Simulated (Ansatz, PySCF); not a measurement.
C₄H₁₀BN, SMILES C1[C@@H](B(C1)N)C. Atoms are numbered in the order given.

```xyz
16

C     -1.4833    -1.4282     0.1464
C     -0.1034    -0.8084     0.3214
C      0.8961    -0.8098    -0.8850
C      1.4932     0.5908    -0.5270
B      0.1583     0.7638     0.3214
N     -0.6386     1.8542     0.6544
H     -1.4335    -2.5154    -0.0401
H     -2.1097    -1.2805     1.0428
H     -2.0194    -0.9749    -0.7051
H      0.4124    -1.2636     1.1878
H      0.3443    -0.7682    -1.8391
H      1.6030    -1.6551    -0.9410
H      2.3881     0.4832     0.1090
H      1.7403     1.2693    -1.3586
H     -0.3713     2.8148     0.4724
H     -1.5443     1.7595     1.0998
```
Charge 0, spin multiplicity 1.

Geometry optimised at B3LYP-D3(BJ)/def2-SVP. The structure was generated by enumeration; whether it is a known compound was not checked. The values are those of a single conformer.

Two levels are set side by side: PBE-D3(BJ)/def2-SVP (Ansatz, a program for electronic structure) and B3LYP-D3(BJ)/def2-SVP (Ansatz). Each level has its own optimised geometry; the coordinates shown are those of the second. Frequencies come from the Hessian of PySCF at each geometry. Differences are taken from unrounded values.

```csv
quantity,B3LYP-D3(BJ)
mean bond length (Å),1.255
bond C1–C2 (Å),1.523
bond C2–C3 (Å),1.567
bond C2–B5 (Å),1.594
bond C3–C4 (Å),1.564
bond C4–B5 (Å),1.591
bond B5–N6 (Å),1.391
bond C1–H7 (Å),1.104
bond C1–H8 (Å),1.104
bond C1–H9 (Å),1.104
bond C2–H10 (Å),1.106
bond C3–H11 (Å),1.103
bond C3–H12 (Å),1.103
bond C4–H13 (Å),1.103
bond C4–H14 (Å),1.101
bond N6–H15 (Å),1.014
bond N6–H16 (Å),1.014
highest harmonic wavenumber (cm⁻¹),3675
mean harmonic wavenumber (cm⁻¹),1467
zero-point energy (kcal/mol),88.06
```

Q: What does PBE-D3(BJ) give, and how far is it from B3LYP-D3(BJ)? (Estimate from the structure and the level; the computed values follow.)

A: 
```tsv
quantity	PBE-D3(BJ)	PBE-D3(BJ) minus B3LYP-D3(BJ)
mean bond length (Å)	1.261	0.006
bond C1–C2 (Å)	1.524	0.001
bond C2–C3 (Å)	1.569	0.002
bond C2–B5 (Å)	1.598	0.004
bond C3–C4 (Å)	1.565	0.001
bond C4–B5 (Å)	1.594	0.002
bond B5–N6 (Å)	1.397	0.006
bond C1–H7 (Å)	1.112	0.008
bond C1–H8 (Å)	1.111	0.007
bond C1–H9 (Å)	1.111	0.007
bond C2–H10 (Å)	1.114	0.008
bond C3–H11 (Å)	1.111	0.008
bond C3–H12 (Å)	1.112	0.009
bond C4–H13 (Å)	1.110	0.007
bond C4–H14 (Å)	1.109	0.007
bond N6–H15 (Å)	1.021	0.007
bond N6–H16 (Å)	1.021	0.007
highest harmonic wavenumber (cm⁻¹)	3600	-75
mean harmonic wavenumber (cm⁻¹)	1430	-36
zero-point energy (kcal/mol)	85.89	-2.18
```

Exact exchange shortens and stiffens bonds; PBE has none. Differences between two approximate levels are no errors against the true value.
